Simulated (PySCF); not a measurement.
PySCF input (M06-2X/6-31G* with LANL2DZ past Ar (5d)):

```python
from pyscf import gto, dft

mol = gto.M(
    atom='''
    Ge   -0.20405400   -0.11611600    0.26024900
    O     1.08907200   -0.99577800   -0.48780700
    H     1.30796600   -1.89757200   -0.19444600
    O    -0.31320300    1.43728100   -0.50173000
    H    -0.98519400    2.08124300   -0.21721500
    ''',
    basis={'default': '6-31g*', 'Ge': 'lanl2dz'},
    ecp={'Ge': 'lanl2dz'},
    charge=1,
    spin=1,
    verbose=4,
)

mf = dft.UKS(mol, xc='m062x')
mf.grids.level = 4
mf.conv_tol = 1e-9
mf.max_cycle = 100
mf.max_memory = 1500
mf.kernel()
if not mf.converged:
    mf = mf.newton()
    mf.kernel(mf.make_rdm1())
mo, _, stable, _ = mf.stability(return_status=True)
if not stable:
    mf.kernel(mf.make_rdm1(mo, mf.mo_occ))
    stable = mf.stability(return_status=True)[2]
mf.dip_moment()
```

Output:

```
PySCF version 2.14.0

[INPUT] verbose = 4
[INPUT] num. atoms = 5
[INPUT] num. electrons = 21
[INPUT] charge = 1
[INPUT] spin (= nelec alpha-beta = 2S) = 1
[INPUT] symmetry False subgroup None
[INPUT] Mole.unit = angstrom
[INPUT] Symbol           X                Y                Z      unit          X                Y                Z       unit  Magmom
[INPUT]  1 Ge    -0.204054000000  -0.116116000000   0.260249000000 AA   -0.385606174622  -0.219427438680   0.491799334192 Bohr   0.0
[INPUT]  2 O      1.089072000000  -0.995778000000  -0.487807000000 AA    2.058047809932  -1.881747700867  -0.921821631646 Bohr   0.0
[INPUT]  3 H      1.307966000000  -1.897572000000  -0.194446000000 AA    2.471697520243  -3.585891381643  -0.367449686017 Bohr   0.0
[INPUT]  4 O     -0.313203000000   1.437281000000  -0.501730000000 AA   -0.591867891392   2.716067454041  -0.948132288478 Bohr   0.0
[INPUT]  5 H     -0.985194000000   2.081243000000  -0.217215000000 AA   -1.861746839565   3.932979268668  -0.410476860147 Bohr   0.0

nuclear repulsion = 44.4638926780844
number of shells = 20
number of NR pGTOs = 74
number of NR cGTOs = 40
basis = {'default': '6-31g*', 'Ge': 'lanl2dz'}
ecp = {'Ge': 'lanl2dz'}

******** <class 'pyscf.dft.uks.UKS'> ********
method = UKS
initial guess = minao
damping factor = 0
level_shift factor = 0
DIIS = <class 'pyscf.scf.diis.CDIIS'>
diis_start_cycle = 1
diis_space = 8
diis_damp = 0
SCF conv_tol = 1e-09
SCF conv_tol_grad = None
SCF max_cycles = 100
direct_scf = True
direct_scf_tol = 1e-13
number electrons alpha = 11  beta = 10
XC library pyscf.dft.libxc version 7.1.2
    S. Lehtola, C. Steigemann, M. J. T. Oliveira, and M. A. L. Marques,  SoftwareX 7, 1–5 (2018)
XC functionals = m062x
    Y. Zhao and D. G. Truhlar,  Theor. Chem. Acc. 120, 215 (2008)
    Y. Zhao and D. G. Truhlar,  Theor. Chem. Acc. 120, 215 (2008)
radial grids:
    Treutler-Ahlrichs [JCP 102, 346 (1995); DOI:10.1063/1.469408] (M4) radial grids

becke partition: Becke, JCP 88, 2547 (1988); DOI:10.1063/1.454033
pruning grids: <function nwchem_prune>
grids dens level: 4
symmetrized grids: False
atomic radii adjust function: <function treutler_atomic_radii_adjust>
small_rho_cutoff = 0
Set gradient conv threshold to 3.16228e-05
tot grids = 118128
init E= -143.186232147212
  alpha nocc = 11  HOMO = -0.0962459931697239  LUMO = 0.0452944542912768
  beta  nocc = 10  HOMO = -0.415803280973275  LUMO = -0.0962459931697239

WARN: HOMO -0.0962459931697239 >= LUMO -0.0962459931697239

cycle= 1 E= -154.707381684554  delta_E= -11.5  |g|= 0.741  |ddm|= 2.11
  alpha nocc = 11  HOMO = -0.472067733509697  LUMO = -0.303715934615848
  beta  nocc = 10  HOMO = -0.473554186264067  LUMO = -0.413510512810646
  HOMO = -0.47206773351  LUMO = -0.413510512811  gap/eV = 1.59342
cycle= 2 E= -154.280723259167  delta_E= 0.427  |g|= 1.26  |ddm|= 1.48
  alpha nocc = 11  HOMO = -0.600885658485652  LUMO = -0.302360316678506
  beta  nocc = 10  HOMO = -0.662917490005839  LUMO = -0.448650609356282
  HOMO = -0.600885658486  LUMO = -0.448650609356  gap/eV = 4.14253
cycle= 3 E= -155.013047842891  delta_E= -0.732  |g|= 0.0605  |ddm|=  0.9
  alpha nocc = 11  HOMO = -0.583440711980458  LUMO = -0.261753622558633
  beta  nocc = 10  HOMO = -0.642656261192204  LUMO = -0.398977783195164
  HOMO = -0.58344071198  LUMO = -0.398977783195  gap/eV = 5.01949
cycle= 4 E= -155.015547594018  delta_E= -0.0025  |g|= 0.0168  |ddm|= 0.0846
  alpha nocc = 11  HOMO = -0.585212251844546  LUMO = -0.261847755578444
  beta  nocc = 10  HOMO = -0.645500230672351  LUMO = -0.39630135750123
  HOMO = -0.585212251845  LUMO = -0.396301357501  gap/eV = 5.14053
cycle= 5 E= -155.015753798182  delta_E= -0.000206  |g|= 0.00438  |ddm|= 0.0227
  alpha nocc = 11  HOMO = -0.584322901648388  LUMO = -0.261711537484494
  beta  nocc = 10  HOMO = -0.645769815756687  LUMO = -0.395162057903431
  HOMO = -0.584322901648  LUMO = -0.395162057903  gap/eV = 5.14733
cycle= 6 E= -155.015785464148  delta_E= -3.17e-05  |g|= 0.00146  |ddm|= 0.0094
  alpha nocc = 11  HOMO = -0.584598250040681  LUMO = -0.261953512903865
  beta  nocc = 10  HOMO = -0.64601884705226  LUMO = -0.395118474836867
  HOMO = -0.584598250041  LUMO = -0.395118474837  gap/eV = 5.15601
cycle= 7 E= -155.015790954547  delta_E= -5.49e-06  |g|= 0.000509  |ddm|= 0.00514
  alpha nocc = 11  HOMO = -0.584567776247695  LUMO = -0.261875402718822
  beta  nocc = 10  HOMO = -0.646016669817349  LUMO = -0.39500136482128
  HOMO = -0.584567776248  LUMO = -0.395001364821  gap/eV = 5.15836
cycle= 8 E= -155.01579139609  delta_E= -4.42e-07  |g|= 0.000405  |ddm|= 0.00144
  alpha nocc = 11  HOMO = -0.584550530099175  LUMO = -0.261851604839798
  beta  nocc = 10  HOMO = -0.64600703366509  LUMO = -0.394966762946158
  HOMO = -0.584550530099  LUMO = -0.394966762946  gap/eV = 5.15884
cycle= 9 E= -155.015791508478  delta_E= -1.12e-07  |g|= 0.000134  |ddm|= 0.000544
  alpha nocc = 11  HOMO = -0.584538332315368  LUMO = -0.261842613543916
  beta  nocc = 10  HOMO = -0.645991593305424  LUMO = -0.394952150405853
  HOMO = -0.584538332315  LUMO = -0.394952150406  gap/eV = 5.15890
cycle= 10 E= -155.015791531454  delta_E= -2.3e-08  |g|= 2.19e-05  |ddm|= 0.000357
  alpha nocc = 11  HOMO = -0.584540136541936  LUMO = -0.261841706864704
  beta  nocc = 10  HOMO = -0.645981954179097  LUMO = -0.394954713233734
  HOMO = -0.584540136542  LUMO = -0.394954713234  gap/eV = 5.15888
cycle= 11 E= -155.015791532273  delta_E= -8.19e-10  |g|= 7.46e-06  |ddm|= 4.38e-05
  alpha nocc = 11  HOMO = -0.584541268859489  LUMO = -0.261841318186161
  beta  nocc = 10  HOMO = -0.645982064169645  LUMO = -0.394955510405477
  HOMO = -0.584541268859  LUMO = -0.394955510405  gap/eV = 5.15889
Extra cycle  E= -155.015791532333  delta_E= -5.98e-11  |g|= 6.84e-06  |ddm|= 1.24e-05
converged SCF energy = -155.015791532333  <S^2> = 0.75662014  2S+1 = 2.0066092
uhf_internal: lowest eigs of H = [0.16700044 0.23421395 0.25148785]
<class 'pyscf.dft.uks.UKS'> wavefunction is stable in the internal stability analysis

WARN: System has nonzero charge 1; the dipole moment is origin-dependent.
Location of origin: [0. 0. 0.]

Dipole moment(X, Y, Z, Debye): -1.98461, -1.12928,  2.53114
```

The dipole moment of an ion depends on the origin.

The geometry given is a B3LYP-D3(BJ)/def2-TZVP minimum.
